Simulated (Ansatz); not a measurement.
Start from `CC1=[CH][AlH][CH2]1` and change one atom or group to get `IC1=[CH][AlH][CH2]1`.

Ansatz, PBE0-D4/def2-TZVP geometries, multiplicity 1. 

Elements past krypton have def2 core potentials.  Spin–orbit coupling is left out; it splits and shifts lone-pair levels of the heavy atoms by tenths of an eV.

```json
{"property": "size of the dipole moment (ωB97M-V/def2-TZVPP) / D", "`CC1=[CH][AlH][CH2]1`": "0.64"}
{"property": "HOMO energy (ωB97M-V/def2-TZVPP) / eV", "`CC1=[CH][AlH][CH2]1`": "-9.41"}
{"property": "LUMO energy (PBE/def2-TZVPP) / eV", "`CC1=[CH][AlH][CH2]1`": "-1.86"}
{"property": "HOMO energy (PBE/def2-TZVPP) / eV", "`CC1=[CH][AlH][CH2]1`": "-6.06"}
{"property": "LUMO energy (PBE0/def2-TZVPP) / eV", "`CC1=[CH][AlH][CH2]1`": "-1.06"}
{"property": "ideal-gas entropy at 298 K and 1 bar (rigid rotor, harmonic PBE0-D4/def2-TZVP) / J/(mol·K)", "`CC1=[CH][AlH][CH2]1`": "324"}
```

Task: Give the same properties after the change, and the shifts. (Best estimate.)

Result: Computed: 
```tsv
property	`IC1=[CH][AlH][CH2]1`	shift
size of the dipole moment (ωB97M-V/def2-TZVPP) / D	2.13	1.49
HOMO energy (ωB97M-V/def2-TZVPP) / eV	-9.11	0.30
LUMO energy (PBE/def2-TZVPP) / eV	-2.37	-0.51
HOMO energy (PBE/def2-TZVPP) / eV	-5.92	0.14
LUMO energy (PBE0/def2-TZVPP) / eV	-1.58	-0.52
ideal-gas entropy at 298 K and 1 bar (rigid rotor, harmonic PBE0-D4/def2-TZVP) / J/(mol·K)	342	18
```

With PBE0 the HOMO rises by 0.21 eV and the LUMO falls by 0.52 eV, so the gap narrows by about 0.73 eV. PBE moves the HOMO by 0.14 eV and ωB97M-V by 0.30 eV. The zero-point energy changes by -98.7 kJ/mol with -9 modes. Dipoles are sizes alone; their direction can turn.

Positive LUMOs are unbound, so they and the gaps depend on the basis.
